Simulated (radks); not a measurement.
Ce III, 56 electrons, occupied as [Xe] 4f2. Calculated with a radial shooting solver on a logarithmic mesh with Libxc functionals: scalar-relativistic Kohn-Sham, PBEsol, spin-polarised, spherical densities, finite nucleus; open shells are filled with parallel spins first (spin-orbit coupling, left out, can overturn this in heavy ions); Fermi nuclear charge, rms radius 4.8771 fm.

Normalised radial functions P(r) = r R(r), r in bohr:

r           4d up  5s down  5p down
0.001732   0.0000   0.0530   0.0017
0.002291   0.0001   0.0658   0.0028
0.003031   0.0001   0.0808   0.0045
0.004011   0.0002   0.0976   0.0074
0.005307   0.0005   0.1152   0.0119
0.007022   0.0012   0.1315   0.0190
0.009291   0.0025   0.1431   0.0300
0.01229    0.0053   0.1446   0.0466
0.01627    0.0111   0.1291   0.0702
0.02152    0.0229   0.0888   0.1019
0.02848    0.0458   0.0188   0.1401
0.03768    0.0883  -0.0764   0.1778
0.04985    0.1620  -0.1750   0.2000
0.06596    0.2780  -0.2328   0.1828
0.08727    0.4370  -0.1936   0.1017
0.1155     0.6099  -0.0288  -0.0464
0.1528     0.7191   0.2046  -0.2135
0.2022     0.6438   0.3426  -0.2919
0.2675     0.2839   0.2107  -0.1733
0.3511    -0.3075  -0.1597   0.1190
0.4645    -0.9381  -0.4854   0.4002
0.6146    -1.2707  -0.3822   0.3845
0.8132    -1.1543   0.1684  -0.0050
1.076     -0.7502   0.7508  -0.5260
1.424     -0.3482   0.9512  -0.8406
1.884     -0.1104   0.7317  -0.7987
2.492     -0.0220   0.3681  -0.5170
3.298     -0.0024   0.1175  -0.2277
4.364     -0.0001   0.0220  -0.0647
5.773     0.0000   0.0021  -0.0104

4d up: eigenvalue -116.96 eV, 1 radial node at r = 0.308 bohr, <r> = 0.750 bohr, 90 % of the charge inside 1.13 bohr. 5s down: eigenvalue -49.499 eV, 4 radial nodes at r = 0.0302, 0.120, 0.316, 0.756 bohr, <r> = 1.55 bohr, 90 % of the charge inside 2.23 bohr. 5p down: eigenvalue -32.794 eV, 3 radial nodes at r = 0.107, 0.318, 0.811 bohr, <r> = 1.80 bohr, 90 % of the charge inside 2.62 bohr.
